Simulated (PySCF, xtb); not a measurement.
(1E)-1-bromobuta-1,3-diene (C4H5Br), SMILES C=C/C=C/Br.

xtb with GFN2-xTB at its own geometry gives an orbital gap of 3.28 eV and a dipole moment of 3.29 D.

Geometry: B3LYP-D3(BJ)/def2-SVP. One conformer was computed; it need not be the lowest.

**Question.** What does PBE/def2-TZVP in PySCF give? (Estimate from the structure and the level; the computed values follow.)

**Answer.** gap 3.60 eV (levels -5.74 and -2.14 eV), dipole 1.31 D.
